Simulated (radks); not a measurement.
The numbers below are computed, except where a source is named.
Numerical settings for the chromium ion Cr+, [Ar] 3d5. Code: a radial shooting solver on a logarithmic mesh with Libxc functionals. Model: scalar-relativistic Kohn-Sham, r2SCAN, spin-unpolarised, spherical densities, finite nucleus; meta-GGA in the generalised Kohn-Sham scheme; Fermi nuclear charge, rms radius 3.6452 fm. The defaults (mesh step 0.008 in ln r, mesh end at 40 bohr or more with all orbitals vanishing there, Anderson mixing 0.5 over 9 steps, residual threshold near 1e-9 with the energy settled to 1e-9 hartree or 1e-11 of itself, here a cap of 78 iterations) give E = -1050.444 hartree and 3d at -9.642 eV in 13 iterations. Run on one thread of a shared host, so times are rough (Arm Neoverse N1): 0.1 s of CPU time, 0.1 s wall, 13 iterations on 2189 mesh points. One setting is changed at a time: mesh step in ln r 0.08; mesh step in ln r 0.05; mesh step in ln r 0.2; mesh end (bohr) 8; mesh end (bohr) 2; residual threshold 0.001; residual threshold 1e-16; mixing 2.5; linear mixing, mixing 0.2; linear mixing, mixing 0.8; mixing history 3; iteration cap 2. Which runs fail to converge, and which converge to a wrong energy?

Answer. Not converged within the cap: mesh step in ln r 0.2; residual threshold 1e-16; linear mixing, mixing 0.8; iteration cap 2. Settled on a wrong energy, with an occupied level pushed above zero by the early mesh end: mesh end (bohr) 2 (+3.26 hartree). Apart from these: settings that end as converged yet miss the energy by more than 1 mhartree: mesh step in ln r 0.08 (+0.00556 hartree).
